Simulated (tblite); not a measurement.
Compound: C5H8Cl2O.
Z-matrix (Å and degrees, GFN2-xTB geometry), rows numbered from 1:
```
C 
C   1  1.3204
C   2  1.4934  1  125.77
Cl  3  1.7908  2  107.24  1   123.81
Cl  3  1.8042  2  107.03  1  -120.89
C   3  1.5416  2  116.56  1     0.84
C   6  1.5278  3  112.53  2   176.95
O   6  1.4016  3  110.19  2   -58.10
H   1  1.0750  2  122.74  3     1.18
H   1  1.0762  2  120.49  3   179.94
H   2  1.0823  1  120.81  3   179.94
H   6  1.0961  3  107.27  2    56.49
H   7  1.0879  6  110.45  3    57.23
H   7  1.0852  6  111.02  3   -63.96
H   7  1.0868  6  108.50  3   176.35
H   8  0.9666  6  108.25  3   -63.85
```

Computed values, GFN2-xTB/tblite, gas phase, harmonic and unscaled. Against measured fundamentals such values can be off by several per cent, at times by over 20. One conformer, not necessarily the lowest.

Harmonic wavenumbers (cm⁻¹): 65.9, 101.3, 170.5, 188.3, 199.1, 244.1, 260.7, 261.3, 342.2, 383.4, 414.0, 420.9, 506.5, 574.8, 635.4, 778.3, 876.6, 911.9, 947.2, 982.6, 1015.9, 1051.2, 1081.3, 1133.5, 1162.4, 1219.4, 1283.6, 1291.7, 1340.8, 1400.0, 1402.2, 1477.2, 1485.0, 1698.6, 2939.9, 3037.2, 3051.4, 3061.7, 3064.5, 3119.3, 3155.9, 3495.8.

A = 1437, B = 1346, C = 1171 MHz; mass 153.995 u (most abundant isotopes); point group C1, symmetry number 1.

Question: Zero-point energy?

Answer: ½Σν̃ = 26117 cm⁻¹ = 74.67 kcal/mol.

Question: Entropy at 400 K, 1 bar (ideal gas, RRHO, classical rotation)?

Answer: Translation 42.49, rotation 30.22, vibration 36.08: S = 108.8 cal/(mol K).

Question: And Cp and H(400 K) − H(0)?

Answer: Cp = 44.93 cal/(mol K), of which vibrations give 36.98 (their classical limit is 42 R = 83.5); H(400 K) − H(0) = 10.96 kcal/mol without the zero-point energy, 7.78 from vibrations.

Question: What must be added to the electronic energy to get the Gibbs energy at 400 K and 1 bar?

Answer: ZPE + [H(400 K) − H(0)] − T·S = 74.67 + 10.96 − 43.51 = 42.12 kcal/mol.

Question: How do the functions run with temperature in this model?

Answer: 
```
 T (K)  S (cal/(mol K))  Cp (cal/(mol K))  H − H(0) (kcal/mol)  G − H(0) (kcal/mol)  ln q(vib)
   150             76.3              23.8                 2.25                -9.19       2.18
   250             90.6              32.9                 5.10               -17.56       4.64
298.15             96.8              37.0                 6.78               -22.07       5.85
   600            129.4              56.8                21.21               -56.43      13.12
   900            154.7              67.9                40.06               -99.20      19.63
```

q(vib) and H(0) count from the zero-point level.

Question: Blend soft modes into free rotors: weight 1/[1 + (100 cm⁻¹/ν̃)⁴] for the oscillator and the rest for a rotor with moment μB/(μ + B), μ = h/(8π²ν), B = 10⁻⁴⁴ kg m². What vibrational entropy results?

Answer: 34.50 cal/(mol K) in place of 36.08, which changes −T·S at 400 K by +0.63 kcal/mol.

Question: Which modes carry the vibrational entropy at 400 K?

Answer: 65.9 cm⁻¹: 4.85; 101.3 cm⁻¹: 4.00; 170.5 cm⁻¹: 2.99; 188.3 cm⁻¹: 2.80; 199.1 cm⁻¹: 2.69; 244.1 cm⁻¹: 2.31 cal/(mol K); the other 36 give 16.43 together.

Hindered rotation and anharmonicity are outside this model. Other conformers, if any are populated, would add a mixing term that is left out. The structure is chiral; the term R ln 2 for an equal mix with its mirror image is left out.
